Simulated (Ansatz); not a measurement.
Basis-set series for C₂H₅BClF, SMILES `BC(F)CCl`. Total charge 0; spin multiplicity 1. The geometry is a stationary point of PBE0-D4/def2-TZVP. It is one conformer, not always the lowest.

```tsv
functional	basis	functions	energy (Eh)	HOMO (eV)	LUMO (eV)
PBE0-D4	def2-TZVPP	236	-663.79886	-8.53	-2.14
PBE0-D4	def2-QZVPP	448	-663.82371	-8.57	-2.17
ωB97M-V	def2-TZVPP	236	-664.07055	-10.84	-0.20
ωB97M-V	def2-QZVPP	448	-664.09438	-10.89	-0.28
```

(1) Give the rows for def2-SVP. (Estimate.)

Answers

(1) Computed: 
| functional | basis | functions | energy (Eh) | HOMO (eV) | LUMO (eV) |
| --- | --- | --- | --- | --- | --- |
| PBE0-D4 | def2-SVP | 99 | -663.40069 | -8.34 | -2.04 |
| ωB97M-V | def2-SVP | 99 | -663.66443 | -10.62 | 0.04 |
